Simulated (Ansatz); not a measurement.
CH4FNSSi can be A, `N[Si@@H]1S[C@@H]1F`, or B, `FC1N[SiH2]S1`.

Computed with Ansatz on PBE0-D4/def2-TZVP structures; ΔE is electronic, products minus reactants. CCSD(T)/CBS is the MP2 limit (def2-TZVPP, def2-QZVPP) plus CCSD(T) − MP2 in def2-TZVPP, frozen cores. Functionals use def2-TZVPP. B3LYP here is the variant with VWN-RPA as its local correlation; programs differ in this. Each species was taken in one conformer, which may not be the lowest.

Q: Which is lower in electronic energy at CCSD(T)/CBS, and by how much? (Estimate.)

A: Ansatz gave: B, by 1.2 kcal/mol.

Q: Give E(B) − E(A) in kcal/mol with CCSD(T)/def2-TZVPP, HF/def2-TZVPP, B3LYP-D4, B2PLYP, r2SCAN-D4, B3LYP, ωB97M-V. (Estimate.)

A: The calculation gave: CCSD(T)/def2-TZVPP -2.2, HF/def2-TZVPP -5.2, B3LYP-D4 -0.8, B2PLYP -0.9, r2SCAN-D4 0.3, B3LYP -0.3, ωB97M-V -1.7. The order is the other way round with r2SCAN-D4.

Largest T1 diagnostic: 0.013.

From PBE to PBE0 (25 % exact exchange), in def2-TZVPP and without D4, E(B) − E(A) moves by −1.8 kcal/mol. In def2-TZVPP, CCSD(T) changes the Hartree–Fock value by +3.1 kcal/mol (the triples alone add +0.5 kcal/mol) and MP2 by +3.7 kcal/mol.
